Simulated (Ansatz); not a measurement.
Computed with frozen-core CCSD(T)/cc-pVTZ // PBE0-D4/def2-TZVP in Ansatz (a quantum-chemistry and plane-wave program).

Ansatz 0.2 input:
```yaml
crystal:
  periodic: [false, false, false]
  atoms:
    - { symbol: F, position_ang: [1.753083, -0.445079, 0.263962] }
    - { symbol: Ga, position_ang: [0.087935, -0.021517, 0.013232] }
    - { symbol: Br, position_ang: [-0.440928, 2.163045, -0.086736] }
    - { symbol: Br, position_ang: [-1.400093, -1.69645, -0.190459] }
basis:
  gaussian: { orbitals: cc-pVTZ }
correlation:
  method: ccsd_t
```

Output:

```
Functional definition: HF
1043 factors; integrals over basis functions are off by at most 1.3e-3 eV
mean field evaluation 1: about -195045.1782 eV, gradient 3.3e1 eV
mean field evaluation 2: about -195045.2865 eV, gradient 3.3e1 eV
mean field evaluation 4: about -195047.4310 eV, gradient 1.7e0 eV
mean field evaluation 8: about -195047.4539 eV, gradient 2.0e-1 eV
mean field evaluation 16: about -195046.4131 eV, gradient 2.6e1 eV
mean field -195047.45412548 eV, -7167.8617311985 hartree, gradient 5.0e-6 eV, S^2 0.000000; 0 other end points of the search recorded, 0 dependent functions left out
28 core orbitals not correlated
reference -195047.45412548 eV, -7167.8617311985 hartree; 27, 27 occupied and 104, 104 virtual orbitals, 1043 factors
second order -22.91478547 eV of doubles, -0.00000000 eV of singles
cycle   1  -22.64912479 eV  change    2.7e-1 eV  update   1.1e-1
cycle   2  -23.19676188 eV  change   -5.5e-1 eV  update   3.2e-2
cycle   3  -23.30283596 eV  change   -1.1e-1 eV  update   1.7e-2
cycle   4  -23.28956178 eV  change    1.3e-2 eV  update   4.5e-3
cycle   5  -23.28457239 eV  change    5.0e-3 eV  update   1.8e-3
cycle   6  -23.28571050 eV  change   -1.1e-3 eV  update   5.2e-4
cycle   7  -23.28549513 eV  change    2.2e-4 eV  update   1.7e-4
cycle   8  -23.28538455 eV  change    1.1e-4 eV  update   5.0e-5
cycle   9  -23.28541996 eV  change   -3.5e-5 eV  update   1.9e-5
perturbative correction -0.92248053 eV, -0.0339005343 hartree
Total energy: -195071.66202597 eV, -7168.7513551328 hartree
```

Cost: roughly 90 core-seconds.
